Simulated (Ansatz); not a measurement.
System: C$_{3}$H$_{2}$F$_{3}$, net charge 0, doublet state. It need not be the lowest isomer of its formula. 
Coordinates optimised at B3LYP-D3(BJ)/def2-TZVP (Ansatz, a first-principles code):
```xyz
8

F      2.6351     0.2689     0.1448
C      1.4143    -0.2910     0.2132
C      0.3158     0.4721    -0.1195
C     -0.9717     0.0287    -0.0932
F     -2.0194     0.7677    -0.4139
F     -1.3311    -1.1963     0.2567
H      1.4193    -1.3207     0.5339
H      0.4679     1.4985    -0.4256
```
Charge 0, spin multiplicity 2.

Quantity: atomisation energy (electronic, to ground-state atoms), in kcal/mol. Correlated levels leave the core frozen unless marked. Open shells are spin-unrestricted. Spin-orbit coupling is left out. No relativistic terms. The coupled-cluster limit lacks core correlation, which all-electron functionals hold. CBS(X,Y): correlation extrapolated as X^-3; Hartree-Fock from the larger set.

| level | program | atomisation energy (kcal/mol) |
|---|---|---|
| PBE-D4/def2-TZVPD | Ansatz + dftd4 | 838.2 |

Problem. Estimate the value at CCSD(T)/CBS(cc-pVTZ,cc-pVQZ) as computed with Ansatz.

Solution. 788.2 kcal/mol
